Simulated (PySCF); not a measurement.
[RbF2]-: breathing scan

All numbers come from PySCF, PBE0, basis Rb def2-TZVPD with ECP28, F def2-TZVPD (scalar-relativistic core potentials, no spin–orbit coupling, density fitting).

Rigid scan from the singlet minimum (Rb–F 2.545 Å (×2); F–Rb–F 180.0°). Coordinate: all bonds to the central atom scaled together. Energies in kJ/mol from the minimum.

Question: Predict the curve at 0.88, 0.92, 0.96, 1.00, 1.04, 1.08, 1.14, 1.22, 1.35.

Answer: 
| scale of all bonds to the centre | E (kJ/mol) |
| --- | --- |
| 0.88 | 59.9 |
| 0.92 | 22.5 |
| 0.96 | 4.8 |
| 1.00 | 0.0 |
| 1.04 | 3.8 |
| 1.08 | 13.2 |
| 1.14 | 33.5 |
| 1.22 | 66.0 |
| 1.35 | 120.7 |
